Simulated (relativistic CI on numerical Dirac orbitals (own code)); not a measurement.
# Mn²³⁺: computed level list

These numbers are calculated, not measured: Dirac-Coulomb-Breit CI, orbitals from a KLI potential per configuration, a model potential for QED, unscaled Slater integrals (own radial code, finite nucleus).

Configurations in the expansion: 1s2, 1s.2s, 1s.2p, 1s.3s, 1s.3p, 1s.3d, 1s.4s, 1s.4p, 1s.4d, 1s.4f, 1s.5s, 1s.5p, 1s.5d, 1s.5f, 1s.5g, 1s.6s, 1s.6p, 1s.6d. Levels of other configurations are missing.

```tsv
No.	Configuration	Term	J	E (eV)	%	Landé g	jj configuration (%)
1	1s2	1S	0	0.00	100		closed (100)
2	1s.2s	3S	1	6119.72	100	1.989	1s 2s (100)
3	1s.2p	3P°	0	6147.40	100		1s 2p1/2 (100)
4	1s.2p	3P°	1	6149.26	93	1.452	1s 2p1/2 (89)
5	1s.2s	1S	0	6149.82	100		1s 2s (100)
6	1s.2p	3P°	2	6161.55	100	1.492	1s 2p3/2 (100)
7	1s.2p	1P°	1	6179.52	93	1.036	1s 2p3/2 (89)
8	1s.3s	3S	1	7250.22	100	1.990	1s 3s (100)
9	1s.3p	3P°	0	7257.86	100		1s 3p1/2 (100)
10	1s.3s	1S	0	7258.26	100		1s 3s (100)
11	1s.3p	3P°	1	7258.41	92	1.451	1s 3p1/2 (89)
12	1s.3p	3P°	2	7262.07	100	1.494	1s 3p3/2 (100)
13	1s.3d	3D	2	7266.13	67	1.105	1s 3d3/2 (99)
14	1s.3d	3D	1	7266.19	100	0.502	1s 3d3/2 (100)
15	1s.3p	1P°	1	7267.01	92	1.041	1s 3p3/2 (89)
16	1s.3d	3D	3	7267.54	100	1.329	1s 3d5/2 (100)
17	1s.3d	1D	2	7267.81	67	1.057	1s 3d5/2 (99)
18	1s.4s	3S	1	7641.61	100	1.990	1s 4s (100)
19	1s.4p	3P°	0	7644.76	100		1s 4p1/2 (100)
20	1s.4s	1S	0	7644.91	100		1s 4s (100)
21	1s.4p	3P°	1	7644.99	92	1.450	1s 4p1/2 (90)
22	1s.4p	3P°	2	7646.53	100	1.495	1s 4p3/2 (100)
23	1s.4d	3D	2	7648.21	69	1.109	1s 4d3/2 (99)
24	1s.4d	3D	1	7648.22	100	0.503	1s 4d3/2 (100)
25	1s.4p	1P°	1	7648.57	92	1.043	1s 4p3/2 (90)
26	1s.4d	3D	3	7648.79	100	1.330	1s 4d5/2 (100)
27	1s.4f	3F°	3	7648.89	57	1.043	1s 4f5/2 (100)
28	1s.4f	3F°	2	7648.92	100	0.668	1s 4f5/2 (100)
29	1s.4d	1D	2	7648.93	69	1.055	1s 4d5/2 (99)
30	1s.4f	3F°	4	7649.21	100	1.247	1s 4f7/2 (100)
```

Energies count from the lowest computed level; ° marks odd parity. Filled j subshells are mostly left out of the jj labels.

The mean weight of the leading LS term, summed over parents, in these 30 levels is 93 %, and that of the leading jj configuration (from the same eigenvectors) 98 %.

At this charge energies of transitions that change n are usually good to better than 1 %, and those within a shell (Δn = 0) to a few per cent.

LS names give the leading component of a level, which can be under half, so a name can repeat, a term be missing and a line seem to break the LS rules.
